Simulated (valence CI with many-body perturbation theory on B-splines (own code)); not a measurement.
Values are calculated unless marked as measured or tabulated.
From CI to CI+MBPT in Mn X

Level of theory: valence CI with perturbative core correlation (CI+MBPT): six valence electrons over a frozen Dirac-Fock core [Ne], a basis of 9 s, 9 p, 8 d, 6 f, 3 g, 1 h functions for each j, with the one-electron correlation potential Σ1, the two-electron term Σ2, the three-electron term Σ3, Breit, model QED; selected CI, second order for the rest, scaled by the run's own slope (own B-spline code, finite nucleus).

No measured spectrum was set against this ion. As an estimate, levels of excited configurations hold to 0.05 to 0.15 % of their energy, terms of the ground configuration to about 0.5 %. Among the levels kept, up to 1600 cm⁻¹ of a level comes from second order outside the variational space, and about a tenth of that is noise between levels of different J, which matters for small intervals.

Each rung adds one term. CI alone is the Dirac-Coulomb CI over the frozen core; QED comes last and gives the full result, which names the levels. Energies are above 3s2 3p4 3P_2 on the same rung, in cm⁻¹.

Names give the largest LS component (configuration and term), which can be under half, so a name can repeat, a term be missing and a line seem to break the LS rules; names also repeat where a configuration has a term twice. Letters in brackets count levels of one name in rising energy.

| Level | CI alone | Σ1 | Σ2 | Σ3 | Breit | QED | Full |
| --- | --- | --- | --- | --- | --- | --- | --- |
| 3s2 3p4 3P_1 | 10119 | +74 | +41 | +2 | -242 | +26 | 10020 |
| 3s2 3p4 3P_0 | 11936 | +69 | +21 | -16 | -219 | +26 | 11816 |
| 3s2 3p4 1D_2 | 34427 | +90 | -173 | -137 | -238 | +19 | 33989 |
| 3s2 3p4 1S_0 | 74705 | +129 | -386 | -345 | -252 | +19 | 73869 |
| 3s 3p5 3P°_2 | 261301 | -365 | +9 | +405 | -78 | -353 | 260921 |
| 3s 3p5 3P°_1 | 269207 | -319 | +41 | +398 | -254 | -334 | 268739 |
| 3s 3p5 3P°_0 | 273946 | -286 | +82 | +393 | -341 | -320 | 273474 |
| 3s 3p5 1P°_1 | 335154 | -262 | -982 | +124 | -345 | -244 | 333445 |
| 3s2 3p3 3d 5D°_0 | 358925 | -333 | -432 | -349 | -509 | +5 | 357308 |
| 3s2 3p3 3d 5D°_1 | 359098 | -326 | -435 | -346 | -545 | +5 | 357452 |
| 3s2 3p3 3d 5D°_2 | 359341 | -317 | -433 | -345 | -608 | +6 | 357645 |
| 3s2 3p3 3d 5D°_3 | 359687 | -304 | -437 | -346 | -686 | +7 | 357922 |
| 3s2 3p3 3d 5D°_4 | 360457 | -279 | -448 | -347 | -782 | +10 | 358611 |
| 3s2 3p3 3d 3D°_2 [a] | 383748 | -297 | -648 | -493 | -596 | -2 | 381711 |
| 3s2 3p3 3d 3D°_3 [a] | 385389 | -265 | -634 | -478 | -722 | +7 | 383296 |
| 3s2 3p3 3d 3D°_1 [a] | 386674 | -265 | -615 | -482 | -706 | +10 | 384617 |
| 3s2 3p3 3d 3F°_2 [a] | 392708 | -297 | -730 | -515 | -556 | +2 | 390611 |
| 3s2 3p3 3d 1S°_0 | 394610 | -266 | -814 | -416 | -669 | +7 | 392451 |
| 3s2 3p3 3d 3F°_3 [a] | 395569 | -271 | -724 | -520 | -724 | +8 | 393337 |

The middle columns are the shifts that each term adds.

Question: How does the ionisation energy move along the ladder, and which term matters most?

Answer: CI alone 248.66, + Σ1 249.16, + Σ2 249.11, + Σ3 248.89, + Breit 248.81, + QED 248.82 eV. The largest step is Σ1, 0.50 eV. NIST lists 248.6 ± 0.3 eV (semi-empirical).
